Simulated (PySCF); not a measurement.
An element was calculated at PBE0 (PySCF 2.14, spin-free X2C, a triple-zeta basis, no spin-orbit coupling), in the ground configurations that NIST lists.

| Quantity | Value |
| --- | --- |
| electron affinity | 3.250 eV |
| first ionisation energy | 10.536 eV |
| second ionisation energy | 18.733 eV |
| third ionisation energy | 30.416 eV |
| polarisability of the atom | 33.0 bohr³ |

Problem. Which element is it?

Solution. Iodine (I, Z = 53), in aug-cc-pVTZ-DK3. NIST lists 10.451, 19.131, 29.57 ± 0.025 eV for these ionisation energies.
